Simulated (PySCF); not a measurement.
# Distorted geometries of [BiCl3]2+

[BiCl3]2+ (singlet). PySCF 2.14.0, RKS TPSS, Bi def2-SVP with ECP60, Cl def2-SVP; non-relativistic Hamiltonian with scalar-relativistic core potentials where named; density fitting; no spin-orbit coupling. Relaxed geometry:

```xyz
4

Bi    0.0000    0.0000   -0.3513
Cl    2.3868    0.0000   -0.3521
Cl   -1.1933    2.0670   -0.3521
Cl   -1.1934   -2.0670   -0.3521
```

Q: Order these distorted geometries by energy above the relaxed one, lowest first.
A.
```xyz
4

Bi    0.0369   -0.0495   -0.3862
Cl    2.3740   -0.0261   -0.2951
Cl   -1.2492    2.1278   -0.3547
Cl   -1.1617   -2.0521   -0.3716
```
B.
```xyz
4

Bi   -0.0211    0.0046   -0.3070
Cl    2.4134   -0.0067   -0.3593
Cl   -1.1725    2.0616   -0.3271
Cl   -1.2198   -2.0595   -0.4142
```
C.
```xyz
4

Bi   -0.0559   -0.0589   -0.4150
Cl    2.4415   -0.0416   -0.3562
Cl   -1.2346    2.1304   -0.3270
Cl   -1.1509   -2.0299   -0.3094
```

A: B (0.02 eV), A (0.15 eV), C (0.26 eV).

Q: Which forces (eV/Å) act in the one that lies 0.02 eV up?

A: 
```
Bi   0.75 -0.39 -0.05
Cl  -0.56  0.00  0.03
Cl  -0.21  0.37  0.01
Cl   0.01  0.02  0.01
```
Forces carry noise of the integration grid, about 0.01 to 0.03 eV/Å.

No frequency check is given that shows the relaxed geometry to be a minimum.
